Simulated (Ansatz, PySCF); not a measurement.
Gas-phase reaction (SMILES): CCCCCSC → [CH3] (CH3) + [CH2]CCCSC; the C-C bond at the site shown breaks (other sites are not compared here).

Each molecule is optimised on its own at B3LYP-D3(BJ)/def2-TZVP (Ansatz, a program for electronic structure), one conformer each, not searched for the lowest. Valence correlation only, unless marked. UHF or UKS for open shells. Spin-orbit coupling is left out. Non-relativistic. CBS(X,Y): correlation extrapolated as X^-3; Hartree-Fock from the larger set. [CCSD(T)-MP2]/basis is that difference in the basis named. Thermal terms are rigid-rotor harmonic-oscillator values from B3LYP-D3(BJ) frequencies (PySCF) at 298.15 K and 1 atm. 1 Eh = 627.5095 kcal/mol. Electronic entropy comes from spin alone.

```
species      E, RI-MP2/CBS(cc-pV(T+d)Z,cc-pV(Q+d)Z)+[CCSD(T)-MP2]/cc-pV(T+d)Z (Ansatz) (Eh)  E, wB97M-V/def2-TZVPD (Ansatz) (Eh)  H - E (Eh)  G - E (Eh)
-----------  ------------------------------------------------------------------------------  -----------------------------------  ----------  ----------
CCCCCSC                                                                          -634.52633                           -635.19404     0.20047     0.15320
[CH3] (CH3)                                                                       -39.78133                            -39.81778     0.03371     0.01164
[CH2]CCCSC                                                                       -594.59069                           -595.22185     0.15629     0.11087
```

Q: Work out ΔE and ΔH, ΔG, ΔS and the equilibrium constant at 298.15 K at the first level, then ΔH at the second.

A: 
1. ΔE = [(-39.78133) + (-594.59069)] - [(-634.52633)] = 0.15431 Eh = 96.8 kcal/mol at RI-MP2/CBS(cc-pV(T+d)Z,cc-pV(Q+d)Z)+[CCSD(T)-MP2]/cc-pV(T+d)Z.
2. The terms H - E add up to -0.01047 Eh, so ΔH = (0.15431 + (-0.01047))×627.5095 = 90.3 kcal/mol.
3. The terms G - E add up to -0.03069 Eh, so ΔG = 77.6 kcal/mol, and ΔS = (-0.01047 - (-0.03069))×627509.5/298.15 = 42.6 cal/(mol K).
4. log10 K = -ΔG/(RT ln 10) = -56.9, with RT ln 10 = 1.3642 kcal/mol.
5. With ΔH and ΔS taken as constant, ΔG changes sign near ΔH/ΔS = 2120 K, a rough figure that leaves out heat capacities.
6. At wB97M-V/def2-TZVPD the same steps give ΔE = 96.9 and ΔH = 90.3 kcal/mol, a shift of +0.0 from the first level.
7. These values are not checked against measurement here, since the tables used lack a sound gas-phase enthalpy of formation for at least one species.
